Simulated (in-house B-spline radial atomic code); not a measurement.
Ga²⁺. Computed with a B-spline radial atomic code. Model: all-electron spherical atom, spin shells full or empty, radial basis limit, no spin-orbit coupling: exact exchange with a local potential (Slater, KLI or optimised effective potential, whose far tail is KLI's), no correlation.

Empty minority-spin level lies below the highest occupied level: each spin potential is zero at infinity, spin occupations fixed.

The run also made RPA and GW results, which its time includes.

The Slater potential averages the orbital exchange potentials with the orbital densities as weights, KLI adds orbital constants, and the optimised effective potential minimises the exact-exchange energy among local potentials. So their energies lie above Hartree-Fock in the order OEP, KLI, Slater. All fall off as −1/r, unlike LDA and GGA exchange.

Command:
```bash
python run_gw.py task.json out
```
Settings (lengths in bohr, energies in hartree):
```
Z                      31
electrons              29
configuration          [Ar] 3d10 4s1
hamiltonian            nr
method                 kli
lmax                   9
spin_polarised         True
box_radius             17.55
intervals              73
ion_configuration      [Ar] 3d10
```

Cost of the run: 7.6 s on 1 thread of Arm Neoverse V1 (shared host).

Given: hamiltonian non-relativistic; mean-field start exchange-only KLI.

Computed: energy above Hartree-Fock 11.844 millihartree; virial ratio -E/T less 1 0.000627.

```csv
radius (bohr),r times exchange potential up (hartree bohr),r times exchange potential down (hartree bohr)
0.00161,-0.039102,-0.039522
0.00201,-0.048758,-0.049284
0.00249,-0.060304,-0.060955
0.0031,-0.074879,-0.07569
0.00385,-0.092638,-0.093646
0.00479,-0.11459,-0.11585
0.00596,-0.14136,-0.14292
0.0074,-0.17334,-0.17528
0.0092,-0.21159,-0.21401
0.0114,-0.25549,-0.2585
0.0142,-0.30645,-0.31021
0.0177,-0.36215,-0.36687
0.022,-0.41844,-0.42435
0.0273,-0.47045,-0.47784
0.034,-0.51214,-0.52145
0.0423,-0.53445,-0.54621
0.0525,-0.5344,-0.54926
0.0653,-0.52711,-0.54585
0.0812,-0.55785,-0.58114
0.101,-0.65692,-0.6855
0.125,-0.78487,-0.81994
0.156,-0.89378,-0.9377
0.194,-0.93318,-0.98871
0.241,-0.88266,-0.95368
0.3,?,?
0.373,-0.88371,-0.99614
0.463,?,?
0.576,-1.308,-1.4818
0.716,-1.3772,-1.596
0.89,-1.3047,-1.5768
1.11,-1.1258,-1.4576
1.38,-0.93796,-1.3099
1.71,-0.85382,-1.1886
2.13,-0.88034,-1.1068
2.64,-0.93279,-1.0597
3.29,-0.9692,-1.0323
4.09,-0.9866,-1.0175
```

Q: What belongs in the row 0.3?

A: r times exchange potential up (hartree bohr): -0.79937; r times exchange potential down (hartree bohr): -0.89044.

Q: What belongs in the row 0.463?

A: r times exchange potential up (hartree bohr): -1.1149; r times exchange potential down (hartree bohr): -1.2532.

| occupied | level (hartree) | Hartree-Fock level (hartree) |
| --- | --- | --- |
| 1s up | -371.54 | -379.56 |
| 1s down | -371.82 | -379.56 |
| 2s up | ? | ? |
| 2s down | -46.408 | -48.896 |
| 2p up | -40.961 | -43.227 |
| 2p down | ? | ? |
| 3s up | -6.2025 | -7.1326 |
| 3s down | -6.5029 | -7.1152 |
| 3p up | -4.5213 | -5.2172 |
| 3p down | -4.8208 | -5.2124 |
| 3d up | -1.6325 | -1.928 |
| 3d down | -1.9244 | -1.9242 |
| 4s up | -1.0783 | -1.0765 |

Q: What belongs in the row 2s up?

A: level (hartree): -46.118; Hartree-Fock level (hartree): -48.902.

Q: What belongs in the row 2p down?

A: level (hartree): -41.249; Hartree-Fock level (hartree): -43.226.

```json
{"empty": "4s down", "level (hartree)": "-1.2243"}
{"empty": "4p down", "level (hartree)": "?"}
{"empty": "4p up", "level (hartree)": "-0.79386"}
{"empty": "5s down", "level (hartree)": "?"}
{"empty": "4d down", "level (hartree)": "-0.49591"}
{"empty": "5s up", "level (hartree)": "-0.4782"}
{"empty": "4d up", "level (hartree)": "-0.45979"}
{"empty": "5p down", "level (hartree)": "-0.41311"}
{"empty": "5p up", "level (hartree)": "-0.38825"}
```

Q: What belongs in the row 4p down?

A: level (hartree): -0.89909.

Q: What belongs in the row 5s down?

A: level (hartree): -0.50759.

The highest level, 4s up, differs from Hartree-Fock by -0.049 eV and the deepest, 1s down, by +211 eV: a local potential can match the highest level but can't give each shell its own exchange.
